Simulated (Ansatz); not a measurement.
Input for Ansatz (a program for electronic structure): R-HF/def2-TZVPP on CeO2 (SMILES [O]=[Ce]=[O]), atoms moved off the minimum. Elements past Kr take the def2 small-core potentials; no spin–orbit coupling.

Ansatz 0.2 input:
```yaml
crystal:
  periodic: [false, false, false]
  atoms:
    - {symbol: Ce, position_ang: [0.16992019, -0.02388388, 0.05105195]}
    - {symbol: O, position_ang: [1.11035650, 0.51901519, -1.34968388]}
    - {symbol: O, position_ang: [-1.62834982, 0.11120280, 0.61813030]}
basis:
  gaussian:
    orbitals: def2-TZVPP
hamiltonian:
  xc: {name: HF}
scf: {lower_state_search: off}
output: {forces: true}
```

The head of its log:

```
WARN ansatz: RAYON_NUM_THREADS=1 ignored (pool sized by the plan → 1); use --threads N
Functional definition: HF
these checks for a lower state are left out or cut short: stability, starts, cluster_reference, orbital_swaps, neighbouring_geometries, increment
integrals: 0.10 GiB planned
1422 factors; their error is unknown
mean field: 0.56 GiB planned
mean field evaluation 1: about -16940.0687 eV, gradient 1.2e2 eV
mean field evaluation 2: about -16726.8606 eV, gradient 4.9e2 eV
```

Task: Predict the final total energy.

Result: -623.4103 hartree.
